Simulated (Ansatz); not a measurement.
System: sum formula H6SiN3O, net charge 0, doublet state. It need not be the lowest isomer of its formula. 
Geometry from a B3LYP-D3(BJ)/def2-TZVP (Ansatz, a program for electronic structure) optimisation:
```xyz
11

N      1.0542     1.1942     0.7511
Si     0.0084     0.0248    -0.0071
N     -0.7884    -0.9334     1.1651
N      1.0832    -0.8630    -0.9821
O     -1.2540     0.6683    -0.8547
H      0.5540     1.9775     1.1752
H     -1.6781    -0.6613     1.5517
H     -0.2719    -1.5409     1.7792
H      0.8220    -1.6568    -1.5411
H      2.0774    -0.7347    -0.9037
H     -1.0324     1.1378    -1.6622
```
Charge 0, spin multiplicity 2.

Total electronic energies in hartree. Cores are frozen in the correlated levels unless marked. Open shells are spin-unrestricted. No spin-orbit coupling. No relativistic terms. CBS(X,Y): correlation extrapolated as X^-3; Hartree-Fock from the larger set. [CCSD(T)-MP2]/basis is that difference in the basis named.

```
level                                                                 program  energy (Eh)
-------------------------------------------------------------  --------------  -----------
B97M-V/def2-TZVPD                                                      Ansatz   -532.66412
B3LYP/def2-TZVPD                                                       Ansatz            ?
PBE0/6-31G*                                                            Ansatz   -532.22307
PBE0/def2-TZVPD                                                        Ansatz            ?
r2SCANh/def2-TZVPD                                                     Ansatz            ?
B2GP-PLYP-D4/def2-TZVPD                                        Ansatz + dftd4   -532.40830
CCSD(T)/6-31G*                                                         Ansatz   -531.47883
RI-MP2/CBS(cc-pV(T+d)Z,cc-pV(Q+d)Z)+[CCSD(T)-MP2]/cc-pV(Q+d)Z          Ansatz    -532.0430
CCSD(T)/CBS(cc-pV(T+d)Z,cc-pV(Q+d)Z)                                   Ansatz    -532.0399
```

What belongs in the gaps?


- B3LYP/def2-TZVPD, energy (Eh): -532.81254
- PBE0/def2-TZVPD, energy (Eh): -532.39419
- r2SCANh/def2-TZVPD, energy (Eh): -532.62436
